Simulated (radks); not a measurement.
Task: Neutral rubidium, [Kr] 5s1. All-electron calculation, non-relativistic Kohn-Sham, exchange-only LDA, spin-polarised, spherical densities, point nucleus. Program: a radial shooting solver on a logarithmic mesh with Libxc functionals. Every spin shell is full or empty, so the densities are truly spherical. Functionals are evaluated on that one density, not self-consistently. Rank these exchange functionals by their error against the exact value of the orbitals, and give that value: LDA, B88, PBEsol, revPBE, RPBE, PW91, PW86, AM05, SOGGA, G96, EV93, revTPSS, SCAN, r2SCAN, MVS.

Result: Exact: -97.6816 hartree. From best to worst, with 100 (|E| - |E exact|)/|E exact| (equal figures are ties): r2SCAN -0.02, PW86 +0.03, PW91 +0.03, MVS +0.05, EV93 -0.05, B88 +0.07, RPBE -0.16, revPBE -0.22, SCAN +0.26, G96 +0.34, revTPSS -0.81, PBEsol -2.49, SOGGA -2.51, AM05 -5.03, LDA -5.46.
